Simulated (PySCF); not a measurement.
Geometry:
```tsv
atom	x (Å)	y (Å)	z (Å)
C1	-0.376	1.195	-0.650
C2	-0.421	0.039	0.013
C3	-1.667	-0.764	0.231
F4	-2.763	-0.131	-0.273
O5	0.627	-0.609	0.597
C6	1.904	-0.233	0.249
F7	2.246	0.962	0.806
H8	-1.300	1.575	-1.085
H9	0.536	1.784	-0.740
H10	-1.558	-1.752	-0.252
H11	-1.801	-0.937	1.314
H12	2.576	-1.009	0.645
H13	1.995	-0.136	-0.849
```

Geometry: PBE0-D3(BJ)/def2-SVP; GIAO shifts from PySCF, gas phase, non-relativistic, averaged over equivalent atoms.

At B3LYP/pcSseg-1 (149 basis functions, 12 s wall time on 1 thread of an Arm Neoverse V2, shared host):
```json
{"atoms": "C2", "δ (ppm)": "167.1"}
{"atoms": "C6", "δ (ppm)": "102.7"}
{"atoms": "C1", "δ (ppm)": "89.0"}
{"atoms": "C3", "δ (ppm)": "82.9"}
{"atoms": "F7", "δ (ppm)": "-167.4"}
{"atoms": "F4", "δ (ppm)": "-258.2"}
{"atoms": "O5", "δ (ppm)": "165.6"}
{"atoms": "H12/H13", "δ (ppm)": "5.52"}
{"atoms": "H10/H11", "δ (ppm)": "4.80"}
{"atoms": "H9", "δ (ppm)": "4.75"}
{"atoms": "H8", "δ (ppm)": "4.71"}
```

Chemical shifts δ = σref − σ; ¹³C (179.24 ppm) and ¹H (31.38 ppm) against TMS; ¹⁹F (171.94 ppm) against CFCl3; ¹⁷O (334.04 ppm) against H2O, all at this level.

What do these become at LC-wPBE/pcSseg-1?

Answers


| atoms | δ at LC-wPBE/pcSseg-1 | change |
| --- | --- | --- |
| C2 | 168.8 | +1.7 |
| C6 | 101.7 | -1.0 |
| C1 | 94.7 | +5.7 |
| C3 | 81.5 | -1.4 |
| F7 | -150.1 | +17.3 |
| F4 | -238.0 | +20.2 |
| O5 | 145.7 | -19.9 |
| H12/H13 | 5.42 | -0.10 |
| H10/H11 | 4.70 | -0.10 |
| H9 | 4.98 | +0.23 |
| H8 | 4.96 | +0.25 |

Scale: ¹³C (σ = 188.56 ppm) and ¹H (σ = 31.33 ppm) vs TMS; ¹⁹F (σ = 205.86 ppm) against CFCl3; ¹⁷O (σ = 338.72 ppm) against H2O (reference shieldings calculated alike).

The largest change is at F4 (fluorine on an sp3 carbon). Cost: 149 basis functions, 20 s wall time on 1 thread of an Arm Neoverse V2, shared host. The order of the carbon signals is the same at both levels.

Unscaled 19F shifts against computed CFCl3 carry errors that often reach 10 to 50 ppm. Experimental scales use liquid or dissolved standards, which lie at an offset from isolated H2O (liquid H2O: subtract about 36 ppm).
